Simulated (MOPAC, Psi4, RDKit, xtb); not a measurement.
Two geometries of SMILES C#C[SiH2][SiH2]Br, relaxed at B3LYP-D3(BJ)/def2-SVP with one dihedral held; other torsions can differ between them too.

Structure A

```
10

C      2.5932    -1.2122     0.1628
C      1.7257    -0.3903    -0.0676
Si     0.3564     0.7823    -0.3775
Si    -1.6800    -0.1904     0.3460
Br    -1.2878    -2.2394     1.1816
H      3.3621    -1.9355     0.3654
H      0.2712     1.0916    -1.8339
H      0.5948     2.0515     0.3683
H     -2.3174     0.6279     1.4157
H     -2.6406    -0.3313    -0.7843
```

Structure B

```
10

C     -2.5357    -1.2318     0.1767
C     -1.6852    -0.3964    -0.0687
Si    -0.3481     0.8070    -0.4153
Si     1.6745    -0.1501     0.3043
Br     1.9689    -2.0573    -0.8541
H     -3.2900    -1.9672     0.3905
H     -0.2782     1.0934    -1.8751
H     -0.6052     2.0774     0.3243
H      1.6336    -0.4847     1.7546
H      2.8413     0.7383     0.0390
```

Task: Which is lower in energy at the level DF-MP2 (frozen core)/cc-pVTZ // B3LYP-D3(BJ)/def2-SVP (Psi4), and by how much?

Result: B is lower, by 1.34 kcal/mol (dihedral C2–Si3–Si4–Br5: 0° in A, 60° in B).

E(B) − E(A) in kcal/mol at the other levels, on the same two geometries: MMFF94 // B3LYP-D3(BJ)/def2-SVP (RDKit) -1.62; B3LYP/def2-TZVP // B3LYP-D3(BJ)/def2-SVP (Psi4) -1.45; B3LYP-D3(BJ)/def2-TZVP // B3LYP-D3(BJ)/def2-SVP (Psi4) -1.29; PBE/def2-TZVP // B3LYP-D3(BJ)/def2-SVP (Psi4) -1.31; PBE-D3(BJ)/def2-TZVP // B3LYP-D3(BJ)/def2-SVP (Psi4) -1.23; HF/cc-pVTZ // B3LYP-D3(BJ)/def2-SVP (Psi4) -1.63; UFF // B3LYP-D3(BJ)/def2-SVP (RDKit) -1.94; AM1, restricted, heats of formation // B3LYP-D3(BJ)/def2-SVP (MOPAC) 0.38; PM6, restricted, heats of formation // B3LYP-D3(BJ)/def2-SVP (MOPAC) -0.86; GFN1-xTB // B3LYP-D3(BJ)/def2-SVP (xtb) -0.47.

MMFF94 has few fitted parameters for silicon.
